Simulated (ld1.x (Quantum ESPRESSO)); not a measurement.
# u(r) = r·R(r): atom against pseudo-atom (thulium (Tm))

Columns: radius, all-electron u(r) and pseudo u(r) of the 5d shell (level -1.72 eV) of thulium in the configuration [Kr] 4d10 4f13 5s2 5p6 5d0 6s2 6p0; LDA (PZ), non-relativistic, RRKJ scheme, ld1.x (Quantum ESPRESSO) 7.5.

```csv
r (bohr),all-electron,pseudo
0.178,0.1009,0.0019
0.355,-0.1836,0.0142
0.533,-0.1802,0.0453
0.710,-0.0097,0.0985
0.888,0.1747,0.1728
1.065,0.3214,0.2612
1.243,0.4262,0.3553
1.420,0.4946,0.4434
1.598,0.5362,0.5172
1.775,0.5579,0.5695
1.953,0.5658,0.5986
2.130,0.5640,0.6058
2.308,0.5556,0.5958
2.485,0.5430,0.5748
2.662,0.5276,0.5487
2.840,0.5104,0.5219
3.018,0.4923,0.4971
3.195,0.4738,0.4751
3.373,0.4550,0.4551
3.550,0.4363,0.4363
3.728,0.4177,0.4177
3.905,0.3994,0.3994
4.083,0.3814,0.3814
4.260,0.3639,0.3639
4.438,0.3466,0.3466
4.615,0.3300,0.3300
```

(1) How many radial nodes do the two functions have?

(2) At about which radius was the pseudo-wave matched?

(3) Where does each function peak?

(4) Is the pseudo-wave norm-conserving?

Answers

(1) The all-electron 5d function has n − l − 1 = 2; the pseudo-wave has 0, since the states of the same l below it are removed with the core.

(2) 3.55 bohr, where the columns begin to agree (steps of 0.18 bohr).

(3) Outermost all-electron maximum near 1.95 bohr, pseudo maximum near 2.13 bohr (to the table’s step).

(4) Yes: the RRKJ scheme keeps the norm inside the radius equal to the all-electron one, which fixes the energy derivative of the logarithmic derivative at the level.
